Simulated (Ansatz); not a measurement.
Ansatz (a quantum-chemistry and plane-wave program) job for C3H9NSi, SMILES [SiH3]N(C=C)C, PBE0-D3(BJ)/def2-SVP. 

Ansatz 0.2 input:
```yaml
crystal:
  periodic: [false, false, false]
  atoms:
    - {symbol: C, position_ang: [1.72240167, -1.20721165, 0.41505824]}
    - {symbol: C, position_ang: [1.27475919, 0.04227922, 0.41100123]}
    - {symbol: N, position_ang: [0.00897955, 0.46073544, 0.05794082]}
    - {symbol: C, position_ang: [-0.21627984, 1.88293359, 0.19161156]}
    - {symbol: Si, position_ang: [-1.21537886, -0.63961708, -0.48732569]}
    - {symbol: H, position_ang: [1.10619770, -2.04192086, 0.13444622]}
    - {symbol: H, position_ang: [2.73404277, -1.42360552, 0.70481445]}
    - {symbol: H, position_ang: [1.93698153, 0.84802382, 0.70722181]}
    - {symbol: H, position_ang: [-1.23071081, 2.12700722, -0.11066295]}
    - {symbol: H, position_ang: [-0.07841499, 2.20407806, 1.22846560]}
    - {symbol: H, position_ang: [0.47741630, 2.44760901, -0.43844242]}
    - {symbol: H, position_ang: [-0.75572243, -1.34386379, -1.68758414]}
    - {symbol: H, position_ang: [-1.55318948, -1.59863268, 0.56959776]}
    - {symbol: H, position_ang: [-2.36943933, 0.20278874, -0.79690863]}
basis:
  gaussian:
    orbitals: def2-SVP
hamiltonian:
  xc: pbe0
  dispersion: d3bj
relax: {f_tol: 0.002, max_steps: 200}
```

Program output:

```
[...]
mean field: 0.53 GiB planned
mean field -12609.90702144 eV, -463.4055357361 hartree, gradient 1.7e-5 eV, S^2 0.000000; 0 other end points of the search recorded, 0 dependent functions left out
the calculation of the forces begins
reference -12609.90705074 eV, -463.4055368126 hartree; 24, 24 occupied and 95, 95 virtual orbitals, 1326 factors
relax step  11: F+E_penalty+E_count = -12610.18307450 eV  Δ(F+E_penalty+E_count) = +1.111e-3 eV  max|allowed force component| = 1.702e-1 eV/Å  Δτ_max = 0.0988 Å  (27 SCF iters, rejected (line search))
these checks for a lower state are left out or cut short: starts, cluster_reference, orbital_swaps, neighbouring_geometries, increment
integrals: 0.09 GiB planned
1326 factors; integrals over basis functions are off by at most 3.9e-4 eV
mean field: 0.53 GiB planned
mean field -12609.90002914 eV, -463.4052787737 hartree, gradient 9.2e-6 eV, S^2 0.000000; 0 other end points of the search recorded, 0 dependent functions left out
the calculation of the forces begins
reference -12609.90005850 eV, -463.4052798526 hartree; 24, 24 occupied and 95, 95 virtual orbitals, 1326 factors
relax step  12: F+E_penalty+E_count = -12610.17551005 eV  Δ(F+E_penalty+E_count) = +8.676e-3 eV  max|allowed force component| = 2.299e-1 eV/Å  Δτ_max = 0.0414 Å  (28 SCF iters, rejected (line search))
these checks for a lower state are left out or cut short: starts, cluster_reference, orbital_swaps, neighbouring_geometries, increment
integrals: 0.09 GiB planned
1326 factors; integrals over basis functions are off by at most 3.8e-4 eV
mean field: 0.53 GiB planned
mean field -12609.90835280 eV, -463.4055846625 hartree, gradient 8.8e-6 eV, S^2 0.000000; 0 other end points of the search recorded, 0 dependent functions left out
the calculation of the forces begins
reference -12609.90838219 eV, -463.4055857425 hartree; 24, 24 occupied and 95, 95 virtual orbitals, 1326 factors
relax step  13: F+E_penalty+E_count = -12610.18439763 eV  Δ(F+E_penalty+E_count) = -2.119e-4 eV  max|allowed force component| = 6.626e-3 eV/Å  Δτ_max = 0.0184 Å  (29 SCF iters, accepted)
these checks for a lower state are left out or cut short: starts, cluster_reference, orbital_swaps, neighbouring_geometries, increment
integrals: 0.09 GiB planned
1326 factors; integrals over basis functions are off by at most 3.9e-4 eV
mean field: 0.53 GiB planned
mean field evaluation 96: about -12609.8746 eV, gradient 1.8e-2 eV
mean field -12609.90870464 eV, -463.4055975925 hartree, gradient 9.1e-6 eV, S^2 0.000000; 0 other end points of the search recorded, 0 dependent functions left out
the calculation of the forces begins
reference -12609.90873398 eV, -463.4055986705 hartree; 24, 24 occupied and 95, 95 virtual orbitals, 1326 factors
relax step  14: F+E_penalty+E_count = -12610.18471405 eV  Δ(F+E_penalty+E_count) = -3.164e-4 eV  max|allowed force component| = 2.297e-2 eV/Å  Δτ_max = 0.0490 Å  (28 SCF iters, accepted)
these checks for a lower state are left out or cut short: starts, cluster_reference, orbital_swaps, neighbouring_geometries, increment
integrals: 0.09 GiB planned
1326 factors; integrals over basis functions are off by at most 3.9e-4 eV
mean field: 0.53 GiB planned
mean field -12609.90858621 eV, -463.4055932401 hartree, gradient 9.1e-6 eV, S^2 0.000000; 0 other end points of the search recorded, 0 dependent functions left out
the calculation of the forces begins
reference -12609.90861545 eV, -463.4055943148 hartree; 24, 24 occupied and 95, 95 virtual orbitals, 1326 factors
relax step  15: F+E_penalty+E_count = -12610.18458674 eV  Δ(F+E_penalty+E_count) = +1.273e-4 eV  max|allowed force component| = 7.263e-2 eV/Å  Δτ_max = 0.0725 Å  (27 SCF iters, rejected (line search))
these checks for a lower state are left out or cut short: starts, cluster_reference, orbital_swaps, neighbouring_geometries, increment
integrals: 0.09 GiB planned
1326 factors; integrals over basis functions are off by at most 3.9e-4 eV
mean field: 0.53 GiB planned
mean field -12609.90907411 eV, -463.4056111703 hartree, gradient 8.7e-6 eV, S^2 0.000000; 0 other end points of the search recorded, 0 dependent functions left out
the calculation of the forces begins
reference -12609.90910341 eV, -463.4056122468 hartree; 24, 24 occupied and 95, 95 virtual orbitals, 1326 factors
relax step  16: F+E_penalty+E_count = -12610.18508659 eV  Δ(F+E_penalty+E_count) = -3.725e-4 eV  max|allowed force component| = 2.016e-2 eV/Å  Δτ_max = 0.0348 Å  (28 SCF iters, accepted)
these checks for a lower state are left out or cut short: starts, cluster_reference, orbital_swaps, neighbouring_geometries, increment
integrals: 0.09 GiB planned
1326 factors; integrals over basis functions are off by at most 3.9e-4 eV
mean field: 0.53 GiB planned
mean field -12609.90924190 eV, -463.4056173364 hartree, gradient 8.8e-6 eV, S^2 0.000000; 0 other end points of the search recorded, 0 dependent functions left out
the calculation of the forces begins
reference -12609.90927114 eV, -463.4056184110 hartree; 24, 24 occupied and 95, 95 virtual orbitals, 1326 factors
relax step  17: F+E_penalty+E_count = -12610.18525659 eV  Δ(F+E_penalty+E_count) = -1.700e-4 eV  max|allowed force component| = 3.815e-2 eV/Å  Δτ_max = 0.0365 Å  (28 SCF iters, accepted)
these checks for a lower state are left out or cut short: starts, cluster_reference, orbital_swaps, neighbouring_geometries, increment
integrals: 0.09 GiB planned
1326 factors; integrals over basis functions are off by at most 3.9e-4 eV
mean field: 0.53 GiB planned
mean field evaluation 128: about -12609.9093 eV, gradient 1.3e-5 eV
mean field -12609.90932105 eV, -463.4056202450 hartree, gradient 1.3e-5 eV, S^2 0.000000; 0 other end points of the search recorded, 0 dependent functions left out
the calculation of the forces begins
reference -12609.90935027 eV, -463.4056213189 hartree; 24, 24 occupied and 95, 95 virtual orbitals, 1326 factors
relax step  18: F+E_penalty+E_count = -12610.18533547 eV  Δ(F+E_penalty+E_count) = -7.888e-5 eV  max|allowed force component| = 3.529e-2 eV/Å  Δτ_max = 0.0132 Å  (23 SCF iters, accepted)
these checks for a lower state are left out or cut short: starts, cluster_reference, orbital_swaps, neighbouring_geometries, increment
integrals: 0.09 GiB planned
1326 factors; integrals over basis functions are off by at most 3.9e-4 eV
mean field: 0.53 GiB planned
mean field -12609.90945041 eV, -463.4056249989 hartree, gradient 8.8e-6 eV, S^2 0.000000; 0 other end points of the search recorded, 0 dependent functions left out
the calculation of the forces begins
reference -12609.90947957 eV, -463.4056260707 hartree; 24, 24 occupied and 95, 95 virtual orbitals, 1326 factors
relax step  19: F+E_penalty+E_count = -12610.18548357 eV  Δ(F+E_penalty+E_count) = -1.481e-4 eV  max|allowed force component| = 2.316e-2 eV/Å  Δτ_max = 0.0304 Å  (28 SCF iters, accepted)
these checks for a lower state are left out or cut short: starts, cluster_reference, orbital_swaps, neighbouring_geometries, increment
integrals: 0.09 GiB planned
1326 factors; integrals over basis functions are off by at most 3.9e-4 eV
mean field: 0.53 GiB planned
mean field -12609.90946591 eV, -463.4056255684 hartree, gradient 2.0e-5 eV, S^2 0.000000; 0 other end points of the search recorded, 0 dependent functions left out
the calculation of the forces begins
reference -12609.90949506 eV, -463.4056266396 hartree; 24, 24 occupied and 95, 95 virtual orbitals, 1326 factors
relax step  20: F+E_penalty+E_count = -12610.18553519 eV  Δ(F+E_penalty+E_count) = -5.162e-5 eV  max|allowed force component| = 1.438e-2 eV/Å  Δτ_max = 0.0086 Å  (22 SCF iters, accepted)
these checks for a lower state are left out or cut short: starts, cluster_reference, orbital_swaps, neighbouring_geometries, increment
integrals: 0.09 GiB planned
1326 factors; integrals over basis functions are off by at most 3.9e-4 eV
mean field: 0.53 GiB planned
mean field -12609.90945500 eV, -463.4056251678 hartree, gradient 4.1e-5 eV, S^2 0.000000; 0 other end points of the search recorded, 0 dependent functions left out
the calculation of the forces begins
reference -12609.90948415 eV, -463.4056262390 hartree; 24, 24 occupied and 95, 95 virtual orbitals, 1326 factors
relax step  21: F+E_penalty+E_count = -12610.18555381 eV  Δ(F+E_penalty+E_count) = -1.861e-5 eV  max|allowed force component| = 1.189e-2 eV/Å  Δτ_max = 0.0014 Å  (20 SCF iters, accepted)
these checks for a lower state are left out or cut short: starts, cluster_reference, orbital_swaps, neighbouring_geometries, increment
integrals: 0.09 GiB planned
1326 factors; integrals over basis functions are off by at most 3.9e-4 eV
mean field: 0.53 GiB planned
mean field -12609.90944362 eV, -463.4056247495 hartree, gradient 4.5e-5 eV, S^2 0.000000; 0 other end points of the search recorded, 0 dependent functions left out
the calculation of the forces begins
reference -12609.90947277 eV, -463.4056258207 hartree; 24, 24 occupied and 95, 95 virtual orbitals, 1326 factors
relax step  22: F+E_penalty+E_count = -12610.18556312 eV  Δ(F+E_penalty+E_count) = -9.315e-6 eV  max|allowed force component| = 4.046e-3 eV/Å  Δτ_max = 0.0019 Å  (19 SCF iters, accepted)
these checks for a lower state are left out or cut short: starts, cluster_reference, orbital_swaps, neighbouring_geometries, increment
integrals: 0.09 GiB planned
1326 factors; integrals over basis functions are off by at most 3.9e-4 eV
mean field: 0.53 GiB planned
mean field -12609.90945106 eV, -463.4056250228 hartree, gradient 2.3e-5 eV, S^2 0.000000; 0 other end points of the search recorded, 0 dependent functions left out
the calculation of the forces begins
reference -12609.90948021 eV, -463.4056260940 hartree; 24, 24 occupied and 95, 95 virtual orbitals, 1326 factors
relax step  23: F+E_penalty+E_count = -12610.18556807 eV  Δ(F+E_penalty+E_count) = -4.944e-6 eV  max|allowed force component| = 1.762e-3 eV/Å  Δτ_max = 0.0016 Å  (19 SCF iters, accepted)
integrals: 0.09 GiB planned
1326 factors; integrals over basis functions are off by at most 3.9e-4 eV
mean field: 0.53 GiB planned
mean field evaluation 160: about -12609.8746 eV, gradient 1.1e0 eV
mean field -12609.90945106 eV, -463.4056250228 hartree, gradient 2.3e-5 eV, S^2 0.000000; 1 other end points of the search recorded, 0 dependent functions left out
the calculation of the forces begins
reference -12609.90948021 eV, -463.4056260940 hartree; 24, 24 occupied and 95, 95 virtual orbitals, 1326 factors
Total energy: -12610.18559722 eV, -463.4157732069 hartree
Atom 0 at     1.725383    -1.224468     0.415529 Å, force     0.001046    -0.000061    -0.000433 eV/Å
Atom 1 at     1.314948     0.050221     0.314589 Å, force    -0.000054    -0.001508    -0.000993 eV/Å
Atom 2 at     0.040536     0.498885     0.008952 Å, force    -0.000060     0.000197     0.001011 eV/Å
Atom 3 at    -0.238120     1.899055     0.252217 Å, force    -0.000942    -0.001669    -0.000853 eV/Å
Atom 4 at    -1.206635    -0.632791    -0.487002 Å, force    -0.001163    -0.000407    -0.000286 eV/Å
Atom 5 at     1.050383    -2.078076     0.304839 Å, force    -0.000065     0.000766    -0.000160 eV/Å
Atom 6 at     2.775930    -1.441389     0.609630 Å, force    -0.000602    -0.000852     0.000874 eV/Å
Atom 7 at     2.043275     0.857505     0.464766 Å, force     0.001083     0.001762     0.000156 eV/Å
Atom 8 at    -1.194597     2.183001    -0.208088 Å, force    -0.000527     0.000631    -0.000210 eV/Å
Atom 9 at    -0.299136     2.139911     1.329257 Å, force    -0.000123     0.000289     0.001251 eV/Å
Atom 10 at     0.544924     2.536910    -0.192751 Å, force     0.001336     0.001305    -0.000388 eV/Å
Atom 11 at    -0.710772    -1.470916    -1.618371 Å, force     0.000136    -0.000183    -0.000322 eV/Å
Atom 12 at    -1.631743    -1.552737     0.615033 Å, force    -0.000005    -0.000215     0.000285 eV/Å
Atom 13 at    -2.372735     0.195494    -0.909366 Å, force    -0.000060    -0.000056     0.000068 eV/Å
Dipole moment:    -0.084264     0.282381     0.008512 e Å
```

Self-consistency was reached.

Cost: roughly 120 core-seconds.
